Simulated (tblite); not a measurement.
Isomers of C6H5N3. Calculated harmonic vibrations of the isolated species, GFN2-xTB (tblite), most abundant isotopes, no scaling. The method is semi-empirical: single wavenumbers can be off by several per cent or more. One conformer each.

Electronic energies: GFN2-xTB at the same geometries; isomer energies are rough at this level and their order can be wrong.

```json
{"SMILES": "C#Cc1nncc(C)n1", "electronic energy, lowest = 0 (kcal/mol)": "51.2"}
{"SMILES": "C#Cc1ncc(C)nn1", "electronic energy, lowest = 0 (kcal/mol)": "52.0"}
{"SMILES": "N#Cc1ccnc(N)c1", "electronic energy, lowest = 0 (kcal/mol)": "11.1"}
{"SMILES": "c1ccc2[nH]nnc2c1", "electronic energy, lowest = 0 (kcal/mol)": "1.0"}
{"SMILES": "c1ccn2nncc2c1", "electronic energy, lowest = 0 (kcal/mol)": "0.0"}
{"SMILES": "C=Cc1cc(C#N)[nH]n1", "electronic energy, lowest = 0 (kcal/mol)": "34.0"}
```

Q: How do GFN2-xTB zero-point energies change the relative energies?

A: 
| SMILES | ZPE (kcal/mol) | of it from modes above 1550 cm⁻¹ | electronic (kcal/mol) | with ZPE, lowest = 0 (kcal/mol) | lowest mode (cm⁻¹) | rings |
| --- | --- | --- | --- | --- | --- | --- |
| c1ccn2nncc2c1 | 64.4 | 24.7 | 0.0 | 0.0 | 188 | 2 |
| c1ccc2[nH]nnc2c1 | 64.5 | 27.2 | 1.0 | 1.1 | 204 | 2 |
| N#Cc1ccnc(N)c1 | 62.7 | 29.0 | 11.1 | 9.4 | 123 | 1 |
| C=Cc1cc(C#N)[nH]n1 | 62.6 | 28.6 | 34.0 | 32.2 | 66 | 1 |
| C#Cc1nncc(C)n1 | 60.9 | 25.5 | 51.2 | 47.7 | 65 | 1 |
| C#Cc1ncc(C)nn1 | 60.9 | 25.4 | 52.0 | 48.5 | 44 | 1 |

The zero-point energies span 3.6 kcal/mol, from `C#Cc1ncc(C)nn1` to `c1ccc2[nH]nnc2c1`. The order is unchanged.

Q: What do entropy and thermal enthalpy add at 298.15 K and 1 bar (rigid rotor, harmonic oscillator, one conformer each)?

A: 
```tsv
SMILES	point group	symmetry number	S (cal/(mol K))	H − H(0) (kcal/mol)	ZPE + H − H(0) − TS (kcal/mol)
c1ccn2nncc2c1	Cs	1	78.4	4.38	45.4
c1ccc2[nH]nnc2c1	Cs	1	78.5	4.41	45.5
C=Cc1cc(C#N)[nH]n1	Cs	1	88.3	5.61	41.8
C#Cc1nncc(C)n1	Cs	1	91.6	5.97	39.6
C#Cc1ncc(C)nn1	Cs	1	91.5	5.96	39.6
```

Not tabulated: `N#Cc1ccnc(N)c1` (point group not settled).
